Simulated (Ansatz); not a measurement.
`[CH3][In]([NH2])[O][SiH3]` + `C#[C][AlH][NH2]` → `[CH3][InH][O][SiH3]` + `NC#[C][AlH][NH2]`  (redistribution)

Calculated with Ansatz (gas phase, PBE0-D4/def2-TZVP geometries, no zero-point term in ΔE). CBS: MP2 limit from def2 TZ/QZ plus the TZ coupled-cluster correction, frozen cores. Functionals use def2-TZVPP. HSE06 is defined as in plane-wave codes. def2 core potentials past Kr. For In outer-core shells are correlated without core-valence functions, which leaves a few kJ/mol of doubt a bond. Each species was taken in one conformer, which may not be the lowest.

**Question.** Is it downhill or uphill in electronic energy at CCSD(T)/CBS, and by how much? (Best estimate.)

**Answer.** The calculation gave: Uphill: ΔE = +0.74 eV.

**Question.** What do these levels give: LDA (SPW92), PBE0-D4, HSE06-D4, CAM-B3LYP-D4, r2SCAN, r2SCAN0? (An estimate is asked.)

**Answer.** Ansatz gave: LDA (SPW92) 0.21, PBE0-D4 0.38, HSE06-D4 0.38, CAM-B3LYP-D4 0.48, r2SCAN 0.43, r2SCAN0 0.42 eV.

Largest T1 diagnostic among the species: 0.014.

In def2-TZVPP, CCSD(T) changes the Hartree–Fock value by +0.16 eV (the triples alone add +0.02 eV) and MP2 by +0.21 eV. At CCSD(T), def2-SVP lies −0.26 eV from the extrapolated value and def2-TZVPP −0.07 eV.
